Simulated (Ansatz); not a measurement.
A run for Ansatz (a first-principles code): U-CCSD(T)/cc-pVTZ on BF2H (SMILES FBF), a point of a bond scan (R = 1.779 Å).

Ansatz 0.2 input:
```yaml
crystal:
  periodic: [false, false, false]
  atoms:
    - {symbol: B, position_ang: [-0.23542436, -0.38535740, 0.08189990]}
    - {symbol: H, position_ang: [-0.84419732, -1.38183527, 0.29368107]}
    - {symbol: F, position_ang: [1.29631215, -0.05251217, 0.92297540]}
    - {symbol: F, position_ang: [-0.67460427, 0.50643007, -0.78304996]}
basis:
  gaussian:
    orbitals: cc-pVTZ
correlation: {method: ccsd_t, electrons: outside_noble_gas}
scf: {omitted_lower_state_checks: [cluster_reference]}
magnetization: {spin_polarized: true, initial_magnetization: 0}
```

The head of its log:

```
WARN ansatz: RAYON_NUM_THREADS=1 ignored (pool sized by the plan → 1); use --threads N
Functional definition: HF
these checks for a lower state are left out or cut short: cluster_reference
integrals: 0.19 GiB planned
635 factors; integrals over basis functions are off by at most 1.6e-3 eV
mean field: 0.21 GiB planned
mean field evaluation 1: about -6099.3462 eV, gradient 2.7e1 eV
mean field evaluation 2: about -6099.3478 eV, gradient 2.7e1 eV
mean field evaluation 4: about -6102.3841 eV, gradient 2.0e0 eV
mean field evaluation 8: about -6102.4263 eV, gradient 1.0e-3 eV
mean field -6102.42627969 eV, -224.2600294055 hartree, gradient 3.5e-6 eV, S^2 0.000000; 0 other end points of the search recorded, 0 dependent functions left out
3 core orbitals not correlated
reference -6102.42627969 eV, -224.2600294055 hartree; 9, 9 occupied and 92, 92 virtual orbitals, 635 factors
```

**Question.** Give the final energy of this run.

**Answer.** -224.8977 hartree (reference determinant -224.2600, T1 diagnostic 0.017).
